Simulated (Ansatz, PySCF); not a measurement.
C3F8, SMILES FC(F)(F)C(F)(F)C(F)(F)F.

Geometry: PBE-D3(BJ)/def2-SVP.

Vertical ionisation energy (IE) and electron affinity (EA) in eV. Rows of orbital energies are one-electron estimates. Where ΔSCF, EOM or ADC give a negative EA the extra electron is unbound and the value depends on the basis.

```csv
level,IE,EA
"−ε(HOMO), −ε(LUMO), ωB97X/def2-SVP (PySCF)",13.31,-3.63
"−ε(HOMO), −ε(LUMO), PBE/def2-SVP (PySCF)",8.71,-0.08
"ΔSCF, CAM-B3LYP/def2-SVPD (Ansatz), final states of multiplicity 2 and 2",13.82,-1.68
"ΔSCF, PBE/def2-SVPD (Ansatz), final states of multiplicity 2 and 2",12.46,-1.38
```

**Question.** What vertical singlet–triplet gap does ΔSCF give with CAM-B3LYP/def2-SVPD (Ansatz, an electronic-structure program) and with PBE/def2-SVPD (Ansatz)? (Estimate from the structure and the level; the computed values follow.)

**Answer.** 9.70 and 8.36 eV (triplet above singlet where positive).
